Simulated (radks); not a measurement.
Coulomb parameter of the 4d shell of neutral molybdenum in the model configuration [Kr] 4d3.5 5s1 5p1.5, as a second difference U = [E(n + 0.25) + E(n - 0.25) - 2 E(n)] / (0.25)^2 with all orbitals relaxed. "Bare": the charge of the atom changes with n. "Screened": the 5p shell takes up the change at fixed total charge, which measures U(4d,4d) + U(5p,5p) - 2 U(4d,5p). All-electron calculation, scalar-relativistic Kohn-Sham, BLYP, spin-unpolarised, spherical densities, finite nucleus; Fermi nuclear charge, rms radius 4.4091 fm. Program: a radial shooting solver on a logarithmic mesh with Libxc functionals.

case                     configuration  E - E(n) (eV)
start             [Kr] 4d3.5 5s1 5p1.5          0.000
bare +0.25       [Kr] 4d3.75 5s1 5p1.5         -1.836
bare -0.25       [Kr] 4d3.25 5s1 5p1.5          2.373
screened +0.25  [Kr] 4d3.75 5s1 5p1.25         -1.416
screened -0.25  [Kr] 4d3.25 5s1 5p1.75          1.569

U(bare) = 8.587 eV, U(screened by 5p) = 2.444 eV, against the Slater integral F0(4d,4d) = 14.004 eV with frozen orbitals. The step up makes a negative ion, whose loosely bound charge lowers the bare value.
